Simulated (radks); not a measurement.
Spherical quantum dot in the effective-mass picture: electrons in a hard-walled sphere of radius 5.55, all in effective atomic units (hartree* = m*/eps^2 hartree, bohr* = eps/m* bohr), one dielectric constant everywhere. Method: non-relativistic Kohn-Sham, LDA (Slater exchange, Perdew-Wang correlation), spin-polarised, spherical densities; computed with a radial shooting solver with Libxc functionals. Levels are named by radial order and angular momentum (1s, 1p, 1d, 2s, ...), and open shells are averaged over m. Results are scaled to m* = 0.033 and eps = 9.1, for which hartree* = 10.84 meV and bohr* = 14.59 nm. Each electron was tried in the lowest free levels, single moves between levels near the top were tried too, and the lowest total energy was kept; such a search can miss a lower state. At N = 1 the Hartree and exchange-correlation terms need not cancel, so that row can carry a self-interaction error.

N	open shells	2S	E (meV)	mu = E(N) - E(N-1) (meV)	addition energy mu(N+1) - mu(N) (meV)	e(HOMO) (meV)	rms radius (nm)
1	1s(up 1, down 0)	1	1.78790	1.7879	2.930	2.9769	43.67
2	none	0	6.50553	4.7176	3.896	5.9332	46.28
3	1p(up 1, down 0)	1	15.1189	8.6134	2.377	9.7898	49.33
4	1p(up 2, down 0)	2	26.1092	10.990	2.420	12.197	51.08
5	1p(up 3, down 0)	3	39.5195	13.410	2.985	14.625	52.31
6	1p(up 3, down 1)	2	55.9144	16.395	2.327	17.550	53.30
7	1p(up 3, down 2)	1	74.6361	18.722	2.359	19.898	54.10
8	none	0	95.7163	21.080	4.091	22.264	54.78
9	1d(up 1, down 0)	1	120.888	25.171	2.307	26.323	55.54
10	1d(up 2, down 0)	2	148.367	27.479	2.315	28.635	56.19
11	1d(up 3, down 0)	3	178.160	29.794	2.318	30.952	56.74
12	1d(up 4, down 0)	4	210.272	32.112	2.320	33.272	57.23
13	1d(up 5, down 0)	5	244.704	34.432	2.873	35.591	57.66
14	1d(up 5, down 1)	4	282.009	37.305	2.271	38.439	58.05
15	1d(up 5, down 2)	3	321.585	39.576	2.279	40.715	58.41
16	1d(up 5, down 3)	2	363.440	41.855	2.283	42.996	58.73
17	1d(up 5, down 4)	1	407.578	44.138	2.286	45.281	59.03
18	none	0	454.003	46.424	4.380	47.567	59.31
19	1f(up 1, down 0)	1	504.807	50.804	2.255	51.931	59.62
20	1f(up 2, down 0)	2	557.866	53.059	2.257	54.188	59.90
21	1f(up 3, down 0)	3	613.182	55.316	2.258	56.445	60.16
22	1f(up 4, down 0)	4	670.757	57.574	2.258	58.703	60.41
23	1f(up 5, down 0)	5	730.589	59.833	2.258	60.962	60.64
24	1f(up 6, down 0)	6	792.680	62.091	2.258	63.220	60.85
25	1f(up 7, down 0)	7	857.029	64.349	2.799	65.477	61.06
26	1f(up 7, down 1)	6	924.177	67.148	2.231	68.263	61.25
27	1f(up 7, down 2)	5	993.556	69.379	2.233	70.495	61.43
28	1f(up 7, down 3)	4	1065.17	71.612	2.235	72.729	61.60
29	1f(up 7, down 4)	3	1139.02	73.847	2.236	74.965	61.77
30	1f(up 7, down 5)	2	1215.10	76.083	2.236	77.201	61.93
31	1f(up 7, down 6)	1	1293.42	78.319	2.236	79.437	62.08
32	none	0	1373.97	80.555	4.713	81.674	62.22
33	1g(up 1, down 0)	1	1459.24	85.268	2.218	86.377	62.38
34	1g(up 2, down 0)	2	1546.73	87.486	2.218	88.595	62.53
35	1g(up 3, down 0)	3	1636.43	89.704	-	90.813	62.67

All shells are closed at N = 2, 8, 18, 32 (there: 1s2 1p6 1d10 1f14); the second difference of the energy has clear peaks (12 % above both neighbours; the first and last values, which can be the largest, are not judged, and half-filled shells can peak too) at N = 2, 5, 8, 13, 18, 25, 32.
